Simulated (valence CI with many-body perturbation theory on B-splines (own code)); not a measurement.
# Questions on Ce LI

Method: relativistic CI+MBPT: six valence electrons over a frozen Dirac-Fock core [He], a basis of 9 s, 9 p, 8 d, 6 f, 3 g, 1 h functions for each j, with the one-electron correlation potential Σ1 (screened to all orders), the two-electron term Σ2, the three-electron term Σ3, Breit, model QED; selected single and double excitations, second order for the rest, scaled by the run's own slope (own B-spline code, finite nucleus).

The last digits are not significant, and no measured levels were compared; by estimate large intervals hold to a few tenths of a per cent, small ones and those within an open d or f shell to about a per cent. Among the levels kept, up to 2400 cm⁻¹ of a level comes from second order outside the variational space, and about a tenth of that is noise between levels of different J, which matters for small intervals.

Levels are named by their leading jj configuration (3d3/2^4 stands for four electrons in 3d with j = 3/2), which in mixed levels can hold well under half, so a name can repeat and another be missing.

Rates and lifetimes use the calculated energies. Strong lines usually hold to 10 to 20 %, long lifetimes can be off by a factor of two.

Task: What is the ground level?

Result: (2s^2 2p1/2^2 2p3/2^2) J=2, composition 70 % 2s²2p⁴ ³P + 30 % 2s²2p⁴ ¹D, g = 1.328.

Task: Name the longest-lived excited levels whose lifetime is computed, and their main decay.

Result: (2s^2 2p1/2^2 2p3/2^2) J=0 at 3.11 Ry lives 25.7 ms, mostly by E2 to (2s^2 2p1/2^2 2p3/2^2) J=2; (2s^2 2p1/2 2p3/2^3) J=2 at 35.17 Ry lives 2.07 ns, mostly by M1 to (2s^2 2p1/2^2 2p3/2^2) J=2; (2s^2 2p1/2 2p3/2^3) J=1 at 33.89 Ry lives 960 ps, mostly by M1 to (2s^2 2p1/2^2 2p3/2^2) J=2.

Task: Among levels below 441.24 Ry, which E1 lines absorb most strongly from the ground level?

Result: to (2s^2 2p1/2^2 2p3/2 3d5/2) J=3 at 0.2231 nm, f = 0.826; to (2s 2p1/2^2 2p3/2^2 3p1/2) J=3 at 0.2076 nm, f = 0.306; to (2s^2 2p1/2^2 2p3/2 3d5/2) J=2 at 0.2236 nm, f = 0.270.

Task: What are the static dipole polarisabilities of the lowest levels?

Result: (2s^2 2p1/2^2 2p3/2^2) J=2 0.000217 (tensor 9.7e-06); (2s^2 2p1/2^2 2p3/2^2) J=0 0.000206 bohr³, of which the core gives 6.70e-07.

Task: Where does the other parity begin?

Result: At (2s 2p1/2^2 2p3/2^3) J=2, 54.94 Ry.
